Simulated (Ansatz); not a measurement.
A nudged elastic band was laid between two geometries of a periodic cell of 14 atoms, Sr₁₂HO (surface Sr(111), adsorbate OH).

Theory: Ansatz, DFT PBE-D3(BJ), scalar-relativistic, plane waves, PAW. Settings: cutoff 420 eV, k mesh 3x3x1, gaussian smearing 0.15 eV, no spin polarisation.

```json
{"movable images": "7", "climbing image": "yes", "spring": "5.0 eV/Å²", "optimiser": "quadratic models (default)", "start path": "IDPP", "force threshold": "0.05 eV/Å", "iteration limit": "80", "end points": "relaxed", "atoms held": "1 to 4"}
```

Initial state:

```xyz
14
Lattice="8.5984 0.0000 0.0000 4.2992 7.4464 0.0000 0.0000 0.0000 18.0206" Properties=species:S:1:pos:R:3
Sr 2.150 1.241 1.000
Sr 6.449 1.241 1.000
Sr 4.299 4.964 1.000
Sr 8.598 4.964 1.000
Sr 0.003 2.480 4.354
Sr 4.294 2.478 4.355
Sr 2.148 6.206 4.251
Sr 6.449 6.212 4.354
Sr -0.108 -0.069 7.730
Sr 4.419 -0.069 7.729
Sr 2.155 3.851 7.730
Sr 6.453 3.721 7.598
O 2.156 6.202 8.627
H 2.156 6.202 9.605
```

Final state:

```xyz
14
Lattice="8.5984 0.0000 0.0000 4.2992 7.4464 0.0000 0.0000 0.0000 18.0206" Properties=species:S:1:pos:R:3
Sr 2.150 1.241 1.000
Sr 6.449 1.241 1.000
Sr 4.299 4.964 1.000
Sr 8.598 4.964 1.000
Sr 0.009 2.476 4.310
Sr 4.308 2.474 4.311
Sr 2.161 6.254 4.581
Sr 6.459 6.182 4.403
Sr -0.248 -0.075 7.755
Sr 4.579 -0.075 7.755
Sr 2.165 3.918 7.578
Sr 6.464 3.489 7.828
O 2.166 6.170 7.004
H 2.166 8.669 8.722
```

Question: Which bonds break or form, and what moves?

Answer: Contacts lost: O13–H14. Contacts made: Sr7–O13, Sr12–H14. The atom that moves furthest is H14, by 2.62 Å.

Question: What energy profile does the band end with?

Answer: The forces met the threshold. The highest image is number 3 of 0 to 8, 0.73 eV above the first end and 1.98 eV above the last; the last end lies 1.26 eV below the first. The profile has 3 maxima (images 1, 3, 6) with wells between them (images 2, 5): this band takes more than one step, which may be the mechanism or a detour left from its start path. Neighbouring images differ by up to 1.7 eV, so the band resolves the path poorly. By the program's own check the climbing image is of a kind that is not told: the force calls were inconclusive, a negative curvature could not be distinguished from the path's own, the only one lies far off the path, or fixed occupations may fill a level only in part (lowest curvatures found: -7.73 and 0.06 eV/Å²). Limits of this set-up: coarse k mesh, thin slab, slab without dipole correction, odd electron count without spin.

```
image  path coordinate (Å)  energy (eV)  O13–H14 (Å)  Sr7–O13 (Å)  Sr12–H14 (Å)
    0                 0.00         0.00         0.98         4.38          5.35
    1                 1.66         0.39         0.98         3.32          4.86
    2                 3.31         0.35         1.00         3.87          4.78
    3                 4.97         0.73         1.33         2.69          3.55
    4                 5.93        -0.99         2.47         2.56          2.90
    5                 6.89        -1.20         3.23         2.43          2.46
    6                 7.85        -1.05         2.81         2.43          2.38
    7                 8.81        -1.09         2.83         2.41          2.32
    8                 9.78        -1.26         3.03         2.42          2.44
```

Question: What is the geometry of the highest image?

Answer: 
```xyz
14
Lattice="8.5984 0.0000 0.0000 4.2992 7.4464 0.0000 0.0000 0.0000 18.0206" Properties=species:S:1:pos:R:3:forces:R:3
Sr 2.150 1.241 1.000 0.00 0.00 -0.02
Sr 6.449 1.241 1.000 0.00 -0.01 -0.01
Sr 4.299 4.964 1.000 -0.02 0.01 0.02
Sr 8.598 4.964 1.000 0.02 0.01 0.02
Sr -0.014 2.462 4.354 0.00 0.00 0.00
Sr 4.313 2.462 4.354 0.00 0.00 0.00
Sr 2.150 6.279 4.432 0.00 0.00 0.00
Sr 6.449 6.189 4.299 0.00 0.00 0.00
Sr -0.005 0.054 7.638 0.00 0.00 0.00
Sr 4.304 0.054 7.638 0.00 0.00 0.00
Sr 2.150 4.149 7.556 0.00 0.00 0.00
Sr 6.449 3.679 7.576 0.00 0.00 0.00
O 2.150 6.542 7.109 0.00 0.00 0.00
H 2.150 7.736 6.532 0.00 0.00 0.00
```

The run took 35 min on 4 threads of AMD EPYC 9R45 96-Core Processor (Zen 5) (shared host), peak memory 5.3 GiB.
